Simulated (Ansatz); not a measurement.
Relaxation of F3H2Si (6 atoms, charge 0, multiplicity 2), to a largest force component of 0.03 eV/Å in at most 50 steps.

Computed with UKS BHLYP-D4/def2-SVP in Ansatz.

```xyz
6
Properties=species:S:1:pos:R:3:forces:R:3
H -1.371 -0.385 1.404 -1.63 -0.12 -1.56
Si 0.128 0.146 -0.807 0.09 0.03 -0.10
F 0.613 0.451 -2.300 -0.01 -0.01 0.04
F 0.658 1.334 0.119 -0.01 0.00 -0.02
F 0.862 -1.189 -0.330 -0.01 0.00 -0.02
H -0.890 -0.357 1.913 1.57 0.10 1.65
```

Q: Where does it end, and by what steps?

A: The run converged. After 15 steps the energy has fallen by 0.100 eV; H1 moved furthest, 0.67 Å.

```csv
step,energy less start (eV),largest force component (eV/Å),accepted
0,0.0000,1.654,yes
1,-0.0662,0.665,yes
2,-0.0794,0.073,yes
3,-0.0803,0.188,yes
4,-0.0820,0.104,yes
5,-0.0843,0.253,yes
6,-0.0876,0.089,yes
7,-0.0876,0.113,yes
8,-0.0877,0.130,yes
9,-0.0453,1.376,no
10,-0.0883,0.155,yes
11,-0.0901,0.402,yes
12,-0.0901,0.425,yes
13,-0.0974,0.169,yes
14,-0.0996,0.140,yes
15,-0.1001,0.023,yes
```

```xyz
6
Properties=species:S:1:pos:R:3
H -1.498 -0.538 2.043
Si 0.199 0.095 -1.060
F 0.958 0.698 -2.329
F 0.511 1.051 0.183
F 0.844 -1.330 -0.745
H -1.014 0.024 1.908
```

Whether the end is a true minimum wasn't checked by a vibrational analysis.

Run time: 9.7 s on 2 threads of AMD EPYC 9R45 96-Core Processor (Zen 5) (shared host), peak memory 0.19 GiB.
